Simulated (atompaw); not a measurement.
Pt (Z = 78): PAW (atompaw) pseudisation with LDA (PW92), scalar-relativistic reference atom.

- Element: platinum (Pt)
- Generator: atompaw 4.2.0.5
- Type: PAW
- Functional: LDA (PW92)
- Relativity: scalar-relativistic
- Frozen core: [Kr] 4d10 4f14
- Valence charge: 18
- Reference configuration: 5s2 5p6 5d9 6s0 6p0 (charge +1)
- Partial waves: 5s (bound): rc 1.80 bohr; 6s (bound, empty): rc 1.80 bohr; 5p (bound): rc 1.60 bohr; 6p (bound, empty): rc 1.80 bohr; 5d (bound): rc 1.55 bohr; 5d channel at 0.1 Ry: rc 1.80 bohr
- Local potential: vpsmatchnc scheme with l = 3 at 0 Ry, radius 1.40 bohr
- Core correction: smooth core density matched at 1.40 bohr
- Augmentation charge: sinc compensation charge, radius 1.60 bohr; PAW radius 1.80 bohr; waves and projectors: custom polynom vanderbiltortho

**Question.** Is a potential produced?

**Answer.** No. atompaw 4.2.0.5 stopped with "atompaw: The overlap operator has at least one negative eigenvalue!": the overlap operator built from these waves and projectors is not positive definite.
